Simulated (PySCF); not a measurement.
Basis and Hamiltonian dependence of the ionisation energy of Nb²⁺

Nb²⁺ [Kr] 4d3 (4F) → Nb³⁺ [Kr] 4d2 (3F). All values are computed (PySCF 2.14, energy differences of UHF-based or UKS calculations, no spin-orbit coupling). Values in eV.

```csv
basis,Hamiltonian,functions,UHF,LDA,PBE0,MP2 (valence),CCSD(T) (valence),CCSD(T) (valence and next inner shell)
def2-TZVP with the def2 core potential (28 electrons),ECP,40,24.256,n/a,n/a,24.487,n/a,n/a
aug-cc-pVDZ-PP with ECP28MDF,ECP,54,24.248,25.501,25.335,24.466,24.527,n/a
def2-TZVPPD with the def2 core potential (28 electrons),ECP,56,24.236,25.489,25.319,24.536,24.602,24.906
x2c-TZVPall,spin-free X2C,63,24.252,n/a,n/a,24.496,n/a,n/a
cc-pVTZ-PP with ECP28MDF,ECP,63,24.231,n/a,25.332,24.541,n/a,n/a
ANO-RCC-VTZP,spin-free X2C,68,24.286,25.683,25.478,24.601,24.670,25.057
aug-cc-pwCVDZ-PP with ECP28MDF,ECP,70,24.232,25.491,25.328,24.532,24.602,24.821
x2c-TZVPPall,spin-free X2C,79,24.234,25.644,25.430,24.541,24.607,24.962
def2-QZVPPD with the def2 core potential (28 electrons),ECP,81,24.231,25.494,25.327,24.559,24.627,24.975
aug-cc-pVTZ-PP with ECP28MDF,ECP,88,24.231,25.496,25.332,24.542,24.609,n/a
aug-cc-pVTZ-DK,spin-free X2C,102,24.212,25.615,25.401,24.522,24.589,n/a
x2c-QZVPPall,spin-free X2C,111,24.208,25.628,25.404,24.536,24.605,n/a
aug-cc-pwCVTZ-PP with ECP28MDF,ECP,122,24.222,25.496,25.325,24.560,24.629,n/a
aug-cc-pwCVTZ-DK,spin-free X2C,136,24.207,25.634,25.406,24.539,n/a,n/a
```

Frozen in the all-electron rows: valence: [Kr]; valence and next inner shell: [Ar] 3d10; with a core potential, the same shells as far as they lie outside it.

Between the lowest levels the reference is 25.04 eV (semi-empirical (NIST evaluation); NIST Atomic Spectra Database, ionization energies); it includes spin-orbit coupling, which these numbers lack.
